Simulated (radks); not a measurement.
Neutral tellurium inside a hard spherical wall (all orbitals vanish at R), configuration held at [Kr] 4d10 5s2 5p4 and not refilled when levels cross. Calculated with a radial shooting solver on a logarithmic mesh with Libxc functionals: scalar-relativistic Kohn-Sham, r2SCAN, spin-polarised, spherical densities, finite nucleus; open shells are filled with parallel spins first (spin-orbit coupling, left out, can overturn this in heavy ions); meta-GGA in the generalised Kohn-Sham scheme; Fermi nuclear charge, rms radius 4.7423 fm. Eigenvalues in eV for spin up, with the zero of energy where the potential of the charges vanishes at infinity; a dash marks a level that is unbound or too diffuse for the functional's potential to be trusted. A positive occupied level is held by the wall or, in an anion where self-interaction has pushed it up, behind a barrier. The pressure on the wall is -dE/dV.

R (bohr)  E (hartree)  kinetic (hartree)    e(4p)    e(4d)    e(5s)   e(5p)  e(6s, empty)  e(5d, empty)  pressure (GPa)
free      -6795.21333           7119.622  -117.37  -42.667  -16.309  -6.837             -             -               0
15        -6795.21333           7119.622  -117.37  -42.667  -16.309  -6.837         0.123         1.480        < 0.0001
12        -6795.21332           7119.622  -117.37  -42.666  -16.308  -6.836         0.374         1.906        0.000188
10        -6795.21320           7119.623  -117.36  -42.655  -16.299  -6.827         0.811         2.326         0.00398
7         -6795.20596           7119.684  -117.03  -42.326  -16.041  -6.566         3.402         3.833           0.484
6         -6795.18408           7119.835  -116.38  -41.695  -15.570  -6.044         6.339         5.292            2.66
4         -6794.69421           7122.250  -110.18  -35.699  -10.750   0.037        30.666        16.708             116
2         -6777.53674           7182.796  -60.249   13.451   71.623  98.807        299.24        146.30           23600
